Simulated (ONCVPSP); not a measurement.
**mercury: one change to an ONCV potential, before and after**

mercury, optimised norm-conserving Vanderbilt (ONCV), made with ONCVPSP 4.0.1 (PBEsol, fully relativistic). Core [Kr] 4d10, reference 4f14 5s2 5p6 5d10 6s1.5 (charge +0.5). Waves: 5s+6s: rc 1.60 bohr, ncon 5, nbas 9, qcut 6.8 1/bohr, 2 projectors; 5p: rc 1.40 bohr, ncon 4, nbas 7, qcut 10.3 1/bohr, 2 projectors, debl 2.1 Ha; 5d: rc 1.75 bohr, ncon 3, nbas 7, qcut 7.1 1/bohr, 2 projectors, debl 2.2 Ha; 4f: rc 0.85 bohr, ncon 3, nbas 8, qcut 20.1 1/bohr, 3 projectors, debl 1.8 Ha. Local part: polynomial inside 0.65 bohr (lpopt 5, dvloc0 0 Ha). Core correction: Teter function, fcfact 5.75, rcfact 1.35.

Open shells are filled in proportion to 2j + 1.

In the p channel the program set the typed energies aside and used -2.426, 0.250 Ha (j = l + 1/2; the other j can differ). In the f channel the program set the typed energies aside and used -3.609, 0.250, 2.050 Ha (j = l + 1/2; the other j can differ).

All-electron outer shells of the reference configuration (PBEsol, scalar-relativistic, ld1.x):

```json
{"shell": "4d", "level (eV)": "-352.97", "outermost node (bohr)": "0.20", "outermost maximum (bohr)": "0.40"}
{"shell": "5s", "level (eV)": "-122.64", "outermost node (bohr)": "0.47", "outermost maximum (bohr)": "0.82"}
{"shell": "4f", "level (eV)": "-100.34", "outermost node (bohr)": "–", "outermost maximum (bohr)": "0.37"}
{"shell": "5p", "level (eV)": "-70.95", "outermost node (bohr)": "0.51", "outermost maximum (bohr)": "0.93"}
{"shell": "5d", "level (eV)": "-14.24", "outermost node (bohr)": "0.55", "outermost maximum (bohr)": "1.17"}
{"shell": "6s", "level (eV)": "-10.71", "outermost node (bohr)": "1.08", "outermost maximum (bohr)": "2.16"}
```

Change: p: nproj 1. In the f channel the program set the typed energies aside and used -3.609, 0.250, 2.050 Ha (j = l + 1/2; the other j can differ).

Cutoffs: the cutoffs (Ha) at which the residual kinetic energy of the hardest occupied pseudo-wave falls to 1 and 0.1 mHa per electron; they do not see the model core or the augmentation charge, which bear on the density cutoff. Errors are all-electron minus pseudo energies relative to the spin-unpolarised reference configuration.

Question: Predict the effect on cutoff, ghosts and configuration errors.

Answer: The potential gets neither clearly harder nor softer (178 Ha and 192 Ha → 178 Ha and 192 Ha); both files keep a bound ghost (p, s); the lowest positive-energy flag moves from p1/2 at 17.3 eV to none; the number of tests that count goes from 4 to 3; the errors of the 3 common tests hardly move; the range in which the p3/2 phases agree narrows (upper end at the end of the scan → 2.7); the range in which the p1/2 phases agree narrows (upper end at the end of the scan → 2.9).

```tsv
quantity	base	changed
cutoff, loose	178 Ha	178 Ha
cutoff, tight	192 Ha	192 Ha
bound ghosts	s, p3/2	s, p3/2, p1/2
GHOST(+) flags under 300 eV	p1/2 at 17.3 eV	none
tests counted (converged, no solver errors)	4 of 4	3 of 4
error for 4f14 5s2 5p6 5d10 6s2, meV [ΔE -4.39 eV]	-0.4	-0.4
error for 4f14 5s2 5p6 5d10 6s1, meV [ΔE 6.36 eV]	-4.7	-4.7
error for 4f14 5s2 5p6 5d10 6s0, meV [ΔE 25.38 eV]	-10	-10
s: phases at 1.62 bohr within 0.05 rad from the reference energy up to (Ha; the scan ends near 5)	to the end of the scan	to the end of the scan
p3/2: phases at 1.42 bohr within 0.05 rad from the reference energy up to (Ha; the scan ends near 5)	to the end of the scan	2.7
p1/2: phases at 1.42 bohr within 0.05 rad from the reference energy up to (Ha; the scan ends near 5)	to the end of the scan	2.9
d5/2: phases at 1.77 bohr within 0.05 rad from the reference energy up to (Ha; the scan ends near 5)	to the end of the scan	to the end of the scan
d3/2: phases at 1.77 bohr within 0.05 rad from the reference energy up to (Ha; the scan ends near 5)	to the end of the scan	to the end of the scan
f7/2: phases at 0.86 bohr within 0.05 rad from the reference energy up to (Ha; the scan ends near 5)	to the end of the scan	to the end of the scan
f5/2: phases at 0.86 bohr within 0.05 rad from the reference energy up to (Ha; the scan ends near 5)	to the end of the scan	to the end of the scan
rms error of d²Exc/dni dnj with the model core, mHa	3.73	3.72
```

Base: These tests converged, but a pseudo level misses the all-electron one widely, so the file describes the atom poorly there or has found another state: 4f14 5s2 5p6 5d10 6s0 6p2: empty 6s by 13.7 eV. Changed file: Tests not counted: 4f14 5s2 5p6 5d10 6s0 6p2 (no result). A true bound ghost makes a file unfit for plane-wave use even where its test errors are small: the radial tests pick states by their node count and pass the ghost by.
